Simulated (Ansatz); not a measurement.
Consider the formal exchange of groups at a W–O bond: `[NH2][W](=[O])(=[O])[OH]` + CH₄ → `[CH3][W]([NH2])(=[O])=[O]` + H₂O.

Gas-phase electronic energies from Ansatz, PBE0-D4/def2-TZVP geometries. CCSD(T)/CBS is the MP2 limit (def2-TZVPP, def2-QZVPP) plus CCSD(T) − MP2 in def2-TZVPP, frozen cores. This one scheme is used for every species. Elements past krypton have def2 core potentials. For W outer-core shells are correlated without core-valence functions, which leaves a few kJ/mol of doubt a bond. Each species was taken in one conformer, which may not be the lowest.

```json
{"species": "`[NH2][W](=[O])(=[O])[OH]`", "CCSD(T)/CBS(def2) energy (Eh)": "-349.16250"}
{"species": "CH₄", "CCSD(T)/CBS(def2) energy (Eh)": "-40.46206"}
{"species": "`[CH3][W]([NH2])(=[O])=[O]`", "CCSD(T)/CBS(def2) energy (Eh)": "-313.20736"}
{"species": "H₂O", "CCSD(T)/CBS(def2) energy (Eh)": "-76.37941"}
```

Q: Work out ΔE.

A: ΔE = (-313.20736) + (-76.37941) − (-349.16250) − (-40.46206) = 0.03779 Eh = +99.2 kJ/mol.

Largest T1 diagnostic among the species: 0.022, so the coupled-cluster value is less sure than usual.

From r2SCAN to r2SCAN0 (25 % exact exchange), in def2-TZVPP and without D4, ΔE moves by −4.8 kJ/mol. At CCSD(T), def2-SVP lies +13.9 kJ/mol from the extrapolated value and def2-TZVPP +2.3 kJ/mol. Leaving LDA and LC-ωPBE aside and taking each functional with its dispersion term where it has one, the values, not all of them listed here, spread over 14.0 kJ/mol, from HSE06-D4 to B97M-V.
